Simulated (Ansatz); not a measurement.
Consider the substitution at a C–O bond: `C[O][Ge]([CH3])([OH])[OH]` + `O[SiH](Cl)[GeH3]` → `CO[SiH](Cl)[GeH3]` + `[CH3][Ge]([OH])([OH])[OH]`.

Gas-phase electronic energies from Ansatz, PBE0-D4/def2-TZVP geometries. CBS: MP2 limit from def2 TZ/QZ plus the TZ coupled-cluster correction, frozen cores. Functionals use def2-TZVPP. For Ge outer-core shells are correlated without core-valence functions, which leaves a few kJ/mol of doubt a bond. Scalar relativity is left out up to krypton. One conformer a species, not always the lowest.

| level | ΔE (kcal/mol) |
| --- | --- |
| r2SCAN | 0.9 |
| PBE0 | 0.7 |

What does CCSD(T)/CBS give? (Estimate.)

Ansatz gave: +0.7 kcal/mol. The listed levels differ from it by 0.2, 0.0 kcal/mol.

Largest T1 diagnostic among the species: 0.012.
